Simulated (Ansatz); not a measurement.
Input file for Ansatz (an electronic-structure program): U-PBE/def2-TZVPPD on BeBrCl (SMILES [Cl][Be][Br]), a point of a bond scan (R = 1.761 Å). Files ending in .json are basis or fitting sets from the Basis Set Exchange.

Ansatz 0.2 input:
```yaml
crystal:
  periodic: [false, false, false]
  atoms:
    - {symbol: Be, position_ang: [-0.00000000, -0.00000000, -0.67601116]}
    - {symbol: Cl, position_ang: [-0.00000000, -0.00000000, -2.47866670]}
    - {symbol: Br, position_ang: [0.00000000, 0.00000000, 1.08546290]}
basis:
  gaussian:
    orbitals: def2-TZVPPD.json
hamiltonian:
  xc: {name: PBE}
magnetization: {spin_polarized: true, initial_magnetization: 0}
```

Program output:

```
WARN ansatz: RAYON_NUM_THREADS=1 ignored (pool sized by the plan → 1); use --threads N
Functional definition: PBE
integrals: 0.05 GiB planned
901 factors; their error is unknown
mean field: 0.45 GiB planned
mean field evaluation 1: about -82956.6945 eV, gradient 1.3e1 eV
mean field evaluation 2: about -82956.5034 eV, gradient 1.5e1 eV
mean field evaluation 4: about -82957.5298 eV, gradient 9.9e-1 eV
mean field evaluation 8: about -82957.5250 eV, gradient 6.1e-2 eV
mean field -82957.52504591 eV, -3048.6328148071 hartree, gradient 6.2e-5 eV, S^2 0.000000; 0 other end points of the search recorded, 0 dependent functions left out
reference -82957.52510513 eV, -3048.6328169833 hartree; 28, 28 occupied and 102, 102 virtual orbitals, 901 factors
Total energy: -82957.52510513 eV, -3048.6328169833 hartree
```

The run converged.

Cost: about 3.0 core-seconds (a rough figure).
